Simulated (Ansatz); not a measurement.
Ansatz (a first-principles code) input:

Ansatz 0.2 input:
```yaml
crystal:
  periodic: [false, false, false]
  atoms:
    - {symbol: Be, position_ang: [-0.46050688, 0.43378722, 0.14030221]}
    - {symbol: Br, position_ang: [0.94825636, -0.85340450, -0.31289798]}
    - {symbol: S, position_ang: [-1.81264703, 1.70192994, 0.55559656]}
    - {symbol: H, position_ang: [-2.34459255, 0.90312952, 1.50067542]}
basis:
  gaussian:
    orbitals: def2-SVP
hamiltonian:
  xc: {name: PBE0}
```

Question: Which total energy does the run end on?

Answer: -2986.88609 Eh (PBE0/def2-SVP). The basis has 64 functions.
